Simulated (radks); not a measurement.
All-electron atom: Ga- in [Ar] 3d10 4s2 4p2. All-electron calculation, non-relativistic Kohn-Sham, PBE, spin-polarised, spherical densities, point nucleus; open shells are filled with parallel spins first; hard spherical wall at 10 bohr. Program: a radial shooting solver on a logarithmic mesh with Libxc functionals.

Radial electron density D(r) = 4 pi r^2 rho(r):

```
   r/bohr * D(r) (the largest magnitude, 43.6, reaches the edge; | marks zero)
 0.004265 |    *
 0.004925 |     *
 0.005643 |      *
 0.006465 |        *
 0.007406 |          *
 0.008554 |             *
   0.0098 |                *
  0.01123 |                   *
  0.01297 |                       *
  0.01486 |                           *
  0.01702 |                                *
  0.01966 |                                    *
  0.02252 |                                        *
   0.0258 |                                           *
  0.02979 |                                              *
  0.03414 |                                              *
  0.03911 |                                              *
  0.04517 |                                            *
  0.05175 |                                          *
  0.05928 |                                       *
  0.06847 |                                     *
  0.07844 |                                     *
  0.08987 |                                       *
   0.1038 |                                            *
   0.1189 |                                                *
   0.1362 |                                                    *
   0.1561 |                                                      *
   0.1802 |                                                    *
   0.2065 |                                              *
   0.2366 |                                       *
   0.2732 |                               *
    0.313 |                           *
   0.3586 |                          *
   0.4142 |                            *
   0.4745 |                               *
   0.5437 |                                 *
   0.6279 |                               *
   0.7193 |                           *
   0.8241 |                     *
   0.9518 |              *
     1.09 |         *
    1.249 |      *
    1.443 |   *
    1.653 |  *
    1.894 |  *
    2.187 | *
    2.506 | *
    2.871 |*
    3.289 |*
    3.798 |*
    4.352 |*
    4.986 *
    5.758 *
    6.597 *
    7.558 *
    8.728 *
```

D(r) has 3 maxima, at r = 0.0350, 0.156, 0.548 bohr, and minima at 0.0736, 0.345 bohr, inside which lie 2.10, 10.96 electrons.
